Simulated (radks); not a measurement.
Results of a calculation; reference values are marked as such.
How relativity changes the ionisation of the palladium ion Pd29+ ([Ne] 3s2 3p5) to Pd30+ ([Ne] 3s2 3p4). Spin-unpolarised spherical Kohn-Sham, PBEsol, point nucleus unless stated (finite: rms radius 4.5318 fm), a radial shooting solver on a logarithmic mesh with Libxc functionals. A level marked "c x" has the speed of light scaled by that factor and shares open shells by 2j + 1; other Dirac levels either fill j = l - 1/2 first or share by 2j + 1.

| level | E(Pd29+) (hartree) | E(Pd30+) (hartree) | IE (eV) | HOMO | <r> HOMO (bohr) |
|---|---|---|---|---|---|
| non-rel. | -4339.64481 | -4276.84843 | 1708.8 | 3p | 0.3367 |
| scalar-rel. | -4444.77330 | -4381.28401 | 1727.6 | 3p | 0.3322 |
| scalar-rel., finite nucleus | -4444.67599 | -4381.18662 | 1727.6 | 3p | 0.3322 |
| Dirac, 2j+1 shares | -4445.79978 | -4382.28288 | 1728.4 | 3p3/2 | 0.3344 |
| Dirac, low j first | -4446.25924 | -4383.22052 | 1715.4 | 3p3/2 | 0.3344 |
| Dirac, 2j+1 shares, finite nucleus | -4445.70223 | -4382.18526 | 1728.4 | 3p3/2 | 0.3344 |
| Dirac, c x 1.25 | -4406.19065 | -4342.93920 | 1721.2 | 3p3/2 | 0.3352 |
| Dirac, c x 1.5 | -4385.35300 | -4322.24280 | 1717.3 | 3p3/2 | 0.3357 |
| Dirac, c x 5 | -4343.66867 | -4280.84444 | 1709.5 | 3p3/2 | 0.3366 |

NIST Atomic Spectra Database: 1706 eV (semi-empirical). The relativistic part of the total energy of Pd29+ is -106.1 hartree (Dirac, 2j+1 shares, finite nucleus), 2.4 % of the non-relativistic value. Spin polarisation and multiplet splitting of open shells are left out at every level.

Beside tabulated values, note that relativity, absent from the non-relativistic runs, is large for the heavy elements, and spin-unpolarised runs miss the spin-polarisation part of the exchange energy of open shells.
